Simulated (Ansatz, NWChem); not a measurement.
**Heat of formation of I2 (iodine) from total energies**

The species is I2 (2 atoms), meant as a singlet with charge 0. As SMILES, `II`. The coordinates come from a PBE0-D4/def2-TZVP relaxation.

```xyz
2

I     0.0000    0.0000    0.0047
I     0.0000    0.0000    2.6604
```

Total energies at MP2/def2-TZVPP (core potential), 8 core orbitals frozen (NWChem 7.3.0); the atoms run unrestricted:

| species | state | energy (Eh) |
| --- | --- | --- |
| I2 | singlet | -594.325281 |
| I | doublet | -297.125661 |

Harmonic wavenumbers at PBE0-D4/def2-TZVP, in cm⁻¹: 226.

Measured heats of formation of the gaseous atoms at 298.15 K, in kJ/mol: I 106.8. Spin-orbit lowering of the atoms at 298 K (mean of the ground term's levels less their thermal mean, from spectra), in kJ/mol: I 30.32. Take 1 Eh = 2625.50 kJ/mol, 1 cm⁻¹ = 0.0119627 kJ/mol, RT = 2.479 kJ/mol.

Q: Work out the heat of formation of the gas at 298 K.

A: 
1. Electronic atomisation energy: 2 × (-297.125661) − (-594.325281) = 0.073959 Eh = 194.2 kJ/mol.
2. Zero-point energy: half the sum of the wavenumbers, 113 cm⁻¹ = 1.4 kJ/mol.
3. Thermal vibrational enthalpy, Σ hcν̃/(exp(hcν̃/kT) − 1): 1.4 kJ/mol. Translation, rotation and pV of a linear molecule: 3.5 RT = 8.7 kJ/mol.
4. The 2 free atoms carry 5/2 RT each: 12.4 kJ/mol.
5. Spin-orbit coupling lowers the free atoms by 2 × 30.32 = 60.6 kJ/mol.
6. Atomisation enthalpy at 298 K: 194.2 − 60.6 − 1.4 − 1.4 − 8.7 + 12.4 = 134.5 kJ/mol.
7. Sum of the atoms' heats of formation: 213.6 kJ/mol. Heat of formation: 213.6 − 134.5 = +79.1 kJ/mol.

The tabulated value is +62.4 kJ/mol (Active Thermochemical Tables), so this level is off by +16.7 kJ/mol, or 11.0 % of the atomisation enthalpy that the table implies (151.1 kJ/mol). Perturbation theory converges slowly with the basis for atomisation. The molecule's own second-order spin-orbit lowering, which matters beside iodine, is left out. Anharmonicity and any spin-orbit splitting of the molecule are left out, and cores are frozen in the wave-function part.
